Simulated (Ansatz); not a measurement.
Reaction (isomerisation): `O[SiH](O)[GeH3]` → `O[SiH2][O][GeH3]`

Gas-phase electronic energies from Ansatz, PBE0-D4/def2-TZVP geometries. CCSD(T)/CBS adds triple-zeta CCSD(T) − MP2 to the extrapolated MP2 energy (def2 sets, frozen cores). DFT in def2-TZVPP. For Ge outer-core shells are correlated without core-valence functions, which leaves a few kJ/mol of doubt a bond. Scalar relativity is left out up to krypton. Each species was taken in one conformer, which may not be the lowest.

Q: Is it downhill or uphill in electronic energy at CCSD(T)/CBS, and by how much? (Best estimate.)

A: The calculation gave: Downhill: ΔE = -0.35 eV.

Q: What do these levels give: r2SCANh-D4, r2SCANh, CAM-B3LYP, HF/def2-QZVPP, MP2/CBS(def2), CCSD/CBS(def2)? (An estimate is asked.)

A: The calculation gave: r2SCANh-D4 -0.29, r2SCANh -0.29, CAM-B3LYP -0.40, HF/def2-QZVPP -0.68, MP2/CBS(def2) -0.38, CCSD/CBS(def2) -0.37 eV.

Largest T1 diagnostic among the species: 0.012.

At CCSD(T), def2-SVP lies −0.17 eV from the extrapolated value and def2-TZVPP −0.06 eV. From BLYP to BHLYP (50 % exact exchange), in def2-TZVPP and without D4, ΔE moves by −0.16 eV.
